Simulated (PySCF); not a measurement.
C₆ coefficients of unlike pairs at PBE

Calculated with PySCF 2.14 from the dipole response of each species, C₆(A,B) = (3/π) ∫ α_A(iu) α_B(iu) du, in atomic units, from isotropic polarisabilities. For ions this is the dispersion term alone; charge-induced terms of lower order in 1/R come first.

```tsv
species	configuration	basis	relativity	α (bohr³)	C₆ (like pair)
P²⁺	[Ne] 3s2 3p1 (2P)	aug-cc-pV(5+d)Z (8s7p6d4f3g2h)	none	9.216	33.23
Kr³⁺	[Ar] 3d10 4s2 4p3 (4S)	x2c-QZVPPall with one added diffuse shell each of s, p, d, f type (12s9p6d5f1g)	spin-free X2C	5.429	21.53
Cl²⁺	[Ne] 3s2 3p3 (4S)	aug-cc-pVDZ-DK (5s4p2d)	spin-free X2C	5.807	20.87
Ni⁺	[Ar] 3d9 (2D)	x2c-TZVPPall with one added diffuse shell each of s, p, d, f type (7s6p5d3f1g)	spin-free X2C	9.515	32.99
```

(1) Estimate C₆ for Kr³⁺ with P²⁺.

No spin-orbit coupling is included.

The other pairs:

```json
{"pair": "Ni⁺, Kr³⁺", "C₆": "26.08"}
{"pair": "Ni⁺, P²⁺", "C₆": "32.58"}
{"pair": "Cl²⁺, P²⁺", "C₆": "25.71"}
{"pair": "Ni⁺, Cl²⁺", "C₆": "25.79"}
{"pair": "Cl²⁺, Kr³⁺", "C₆": "21.06"}
```

Answers

(1) The integral gives 25.55. The combination rule 2 C_A C_B / (C_A α_B/α_A + C_B α_A/α_B) gives 25.49 and the geometric mean 26.74.
